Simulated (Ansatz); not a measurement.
Calculated with Ansatz (gas phase, PBE0-D4/def2-TZVP geometries, no zero-point term in ΔE). CCSD(T)/CBS adds triple-zeta CCSD(T) − MP2 to the extrapolated MP2 energy (def2 sets, frozen cores). This one scheme is used for every species. Functionals use def2-TZVPP. Elements past krypton have def2 core potentials. For Nb outer-core shells are correlated without core-valence functions, which leaves a few kJ/mol of doubt a bond. Each species was taken in one conformer, which may not be the lowest.

Consider the ligand exchange at the Nb–F bond: `[NH2][Nb]([OH])([F])=[S]` + NH₃ → `[NH2][Nb]([NH2])([OH])=[S]` + H–F.

CCSD(T)/CBS gives +82.1 kJ/mol.

(1) Another level gave +92.4 kJ/mol. Which?
A. revPBE/def2-TZVPP
B. BLYP/def2-TZVPP
C. RPA@PBE/def2-TZVPP
D. r2SCAN0-D4/def2-TZVPP

Largest T1 diagnostic among the species: 0.023, so the coupled-cluster value is less sure than usual.

## Answers

(1) D. r2SCAN0-D4 92.4, RPA@PBE/def2-TZVPP 86.4, revPBE 100.4, BLYP 104.5 kJ/mol.

From PBE to PBE0 (25 % exact exchange), in def2-TZVPP and without D4, ΔE moves by −4.7 kJ/mol. At CCSD(T), def2-SVP lies +10.8 kJ/mol from the extrapolated value and def2-TZVPP +2.1 kJ/mol.
